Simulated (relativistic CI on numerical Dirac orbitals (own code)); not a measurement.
**Crystal-field levels of Au5+, 5d6**

Calculated by Dirac-Coulomb-Breit CI, separate exchange-only KLI orbitals for each configuration, a model potential for QED, one configuration in a parametric crystal field, unscaled Slater integrals (own radial code). With so little scaling, terms lie 10 to 35 % too far apart, which can change the order of excited levels.

Field parameters in Wybourne normalisation: Oh B⁴₀ = 21Dq, B⁴₄ = √(5/14) B⁴₀. The field is a parameter set, without covalency.

S and J are read from ⟨S²⟩ = S(S + 1) and ⟨J²⟩ = J(J + 1) of each level; they are not fictitious spins.

Oh, 10Dq = 10000 cm⁻¹, the lowest 10 levels:

```tsv
E (cm⁻¹)	Degeneracy	Irrep	S	J
0.0	1	A1	1.59	3.81
112	2	E	1.76	3.80
273	3	T2	1.87	3.92
702	3	T1	1.76	3.87
5923	3	T2	1.67	2.52
7772	3	T1	1.91	2.89
12389	2	E	1.55	2.77
13370	1	A1	1.20	4.14
14351	3	T2	1.75	2.99
15648	3	T1	1.46	2.97
```

Oh, 10Dq = 41950 cm⁻¹, the lowest 10 levels:

| E (cm⁻¹) | Degeneracy | Irrep | S | J |
| --- | --- | --- | --- | --- |
| 0.0 | 1 | A1 | 0.26 | 4.37 |
| 27060 | 2 | E | 1.11 | 4.13 |
| 28824 | 3 | T2 | 1.07 | 3.77 |
| 29333 | 3 | T1 | 1.06 | 4.22 |
| 36887 | 1 | A1 | 1.17 | 3.91 |
| 38001 | 3 | T1 | 1.04 | 3.72 |
| 40836 | 2 | E | 1.04 | 3.93 |
| 41911 | 3 | T2 | 1.35 | 3.84 |
| 44829 | 3 | T1 | 0.68 | 4.79 |
| 45128 | 1 | A2 | 0.99 | 4.13 |

Oh, 10Dq = 33950 cm⁻¹, the lowest 10 levels:

```csv
E (cm⁻¹),Degeneracy,Irrep,S,J
0.0,1,A1,0.37,4.31
19220,2,E,1.20,4.05
21200,3,T1,1.18,4.13
21259,3,T2,1.15,3.66
28981,1,A1,1.34,3.86
30114,3,T1,1.21,3.54
30661,3,T2,1.80,3.84
33251,2,E,1.14,3.95
36025,3,T1,1.31,4.30
37924,3,T2,1.20,3.83
```

The free-ion ground term has S = 2. The field overcomes the spin-pairing energy for Oh, 10Dq = 41950 cm⁻¹; Oh, 10Dq = 33950 cm⁻¹, where the ground state has lower spin; these fields are assumed values.

Levels of this model without a field, named by their leading LS term: 5D_4 0, 5D_2 7779, 5D_3 8743, 5D_1 12744, 5D_0 13013, 3H_4 20513, 3H_6 25863, 3H_5 25865 cm⁻¹.
